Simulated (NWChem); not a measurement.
Species: GeCl₃F; SMILES [F][Ge]([Cl])([Cl])[Cl]

Give the equilibrium geometry at PBE0/def2-SVP (NWChem) as a Z-matrix, with the point group.

point group C3v; any orientation.
```
Ge
F 1 1.7171
Cl 1 2.1169 2 107.86
Cl 1 2.1169 2 107.86 3 -120.00
Cl 1 2.1169 2 107.86 3 120.00
```
